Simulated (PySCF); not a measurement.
```xyz
12

C      0.7440    -1.1115     1.4236
C      0.8132    -0.5682     0.1979
C     -0.1667     0.3437    -0.3961
C      0.0991     0.9432    -1.5824
N     -1.3195     0.5976     0.3493
H     -0.0618    -0.8774     2.1220
H      1.5161    -1.7925     1.7814
H      1.6611    -0.8077    -0.4486
H     -0.6080     1.6245    -2.0572
H      1.0557     0.7827    -2.0748
H     -1.6800    -0.2105     0.8512
H     -2.0532     1.0761    -0.1664
```

Charge 0, multiplicity 1.

Q: Give the Mulliken and meta-Löwdin atomic charges from PBE-D3(BJ)/def2-TZVP (PySCF 2.14.0).

A: 
```tsv
atom	Mulliken (e)	meta-Löwdin (e)
C1	-0.28	-0.28
C2	-0.15	-0.11
C3	0.23	0.11
C4	-0.36	-0.35
N5	-0.43	-0.44
H6	0.11	0.12
H7	0.12	0.13
H8	0.10	0.12
H9	0.10	0.11
H10	0.12	0.12
H11	0.22	0.23
H12	0.22	0.23
```
